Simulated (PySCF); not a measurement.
# Chromium: a sound run and one with changed settings

Sound run: Cr [Ar] 3d5 4s1, Cr⁺ [Ar] 3d5. Calculation: PySCF 2.14, in aug-cc-pVDZ; no relativity, point nucleus. In the sound run the correlated levels freeze [Ar]. The sound run starts from symmetry-adapted Hartree-Fock orbitals and uses a fine grid where one is needed.

Changed run: the spin-free X2C one-electron Hamiltonian (Gaussian nucleus). This setting is unsound on purpose.

```tsv
species	method	sound run (hartree)	changed run (hartree)	converged
Cr	UHF	-1043.35511	-1048.63580	yes
Cr	M06-2X	-1044.38199	-1049.66093	yes
Cr	B3LYP	-1044.46691	-1049.74670	yes
Cr	MP2	-1043.43709	-1048.71853	yes
Cr⁺	UHF	-1043.13787	-1048.41572	yes
Cr⁺	M06-2X	-1044.14359	-1049.41933	yes
Cr⁺	B3LYP	-1044.21033	-1049.48644	yes
Cr⁺	MP2	-1043.20357	-1048.48173	yes
```

Ionisation energy of Cr:

| method | sound run (eV) | changed run (eV) |
| --- | --- | --- |
| UHF | 5.911 | 5.989 |
| M06-2X | 6.487 | 6.574 |
| B3LYP | 6.982 | 7.082 |
| MP2 | 6.354 | 6.444 |
| SCS-MP2 | 6.059 | 6.140 |

Most of the change in total energy is the relativistic energy itself. On top of that the contraction fixes the core shape for the Hamiltonian it was made with, so the changed run is not a good calculation with the other Hamiltonian either.

For comparison, NIST gives 6.767 eV between the lowest levels.
